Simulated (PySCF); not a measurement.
BrHSZn, SMILES [SH][Zn][Br]. Heavy atoms are numbered as in [Zn:1]([Br:2])[SH:3]. Hydrogens are named by the atom that carries them.

Geometry optimised at PBE0-D3(BJ)/def2-SVP. Other conformers were not sampled.

All values below come from PBE/def2-TZVPD (PySCF).

Mulliken values depend strongly on the basis, most of all with diffuse functions as here. ESP charges are fitted to the potential on shells at 1.4 to 2.0 van der Waals radii. Atomic charges (e), one atom of each kind:

```tsv
atom	Mulliken	ESP fit	meta-Löwdin
Zn1	0.05	0.47	___
Br2	-0.04	-0.27	___
S3 (SH)	-0.20	-0.33	___
H on S3	0.19	0.13	___
```

Q: Fill in the missing entries. (The exact figures need the calculation; the answer reports its results.)

A: 
- Zn1, meta-Löwdin: 1.12
- Br2, meta-Löwdin: -0.60
- S3 (SH), meta-Löwdin: -0.63
- H on S3, meta-Löwdin: 0.11
